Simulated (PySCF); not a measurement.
# EuF3(H2O) at several levels of theory

Computed with PySCF 2.14.0 (density fitting, no spin-orbit coupling) at the geometry relaxed with PBE0:

```xyz
7
EuF3(H2O) (singlet in the valence; each metal's 4f electrons, 6 of them, lie in its core potential, out of spins and levels)
Eu    0.0870   -0.0907    0.0907
F     1.1005    1.3664    1.1392
F    -1.3184   -1.1532    1.1532
F     1.1005   -1.1392   -1.3664
O    -1.3206    1.3380   -1.3380
H    -1.6550    2.2175   -1.1221
H    -1.6550    1.1221   -2.2175
```

| level | basis | state | HOMO (eV) | gap (eV) | charge on Eu1 (e) | population of f-type functions on Eu1 (polarisation alone where 4f lies in the core) | dipole about the centre of mass (D) | largest force component (eV/Å) |
| --- | --- | --- | --- | --- | --- | --- | --- | --- |
| PBE0 | Eu lcecp-1-SVP with ECP52, F def2-SVP, O def2-SVP, H def2-SVP | singlet | -9.35 | 8.22 | 1.21 | 0.11 | 6.73 | 0.01 |
| M06-L | the same | singlet | -7.68 | 6.51 | 1.34 | 0.10 | 6.62 | 0.19 |
| PBE0 | Eu lcecp-1-TZVP with ECP52, F def2-TZVP, O def2-TZVP, H def2-TZVP | singlet | -9.56 | 8.15 | 1.63 | 0.13 | 6.74 | 0.22 |

In the lcecp rows the 4f levels are missing from HOMO and gap, and the state counts the valence alone.

Charges are Mulliken's, which hang on the basis. The relaxation used the grid (50, 194), these runs (75, 302) or, all-electron (x2c bases, spin-free X2C Hamiltonian), (99, 590).

(1) What does CAM-B3LYP with Eu lcecp-1-SVP with ECP52, F def2-SVP, O def2-SVP, H def2-SVP give here?

An lcecp potential fixes the number of 4f electrons, so in runs with it no electron can move into or out of that shell.

Answers

(1) state singlet, HOMO (eV) -10.82, gap (eV) 10.36, charge on Eu1 (e) 1.17, population of f-type functions on Eu1 (polarisation alone where 4f lies in the core) 0.11, dipole about the centre of mass (D) 6.79, largest force component (eV/Å) 0.12. Time: 5.1 s on 2 threads of Arm Neoverse V2 (shared host), from an already converged density.
